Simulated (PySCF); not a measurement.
SMILES N#CCCC=O, GFN2-xTB optimised geometry.

```
11

N      2.66    -0.68     0.00
C      1.52    -0.68     0.00
C      0.08    -0.65    -0.01
C     -0.44     0.60    -0.73
C     -1.94     0.65    -0.75
O     -2.66    -0.17    -0.27
H     -0.29    -1.55    -0.52
H     -0.29    -0.67     1.02
H     -0.08     0.63    -1.76
H     -0.07     1.51    -0.24
H     -2.33     1.55    -1.25
```

Density from PBE/def2-TZVP (PySCF 2.14.0) at that geometry.

Minimum of the electron density along straight lines between bonded atoms, close to the bond critical point (lines longer than 1.1 times the sum of covalent radii, or with two minima, are not listed):

```tsv
bond	length / Å	ρ at the minimum / e bohr⁻³	∇²ρ there / e bohr⁻⁵	position (fraction from the first atom)
N1–C2	1.143	0.502	-0.17	0.65
C2–C3	1.439	0.276	-0.75	0.54
C3–C4	1.532	0.238	-0.55	0.50
C4–C5	1.503	0.261	-0.66	0.49
C5–O6	1.197	0.431	0.04	0.34
C3–H7	1.094	0.277	-0.94	0.65
C3–H8	1.094	0.277	-0.94	0.65
C4–H9	1.094	0.274	-0.91	0.64
C4–H10	1.094	0.274	-0.91	0.64
C5–H11	1.107	0.277	-0.95	0.65
```
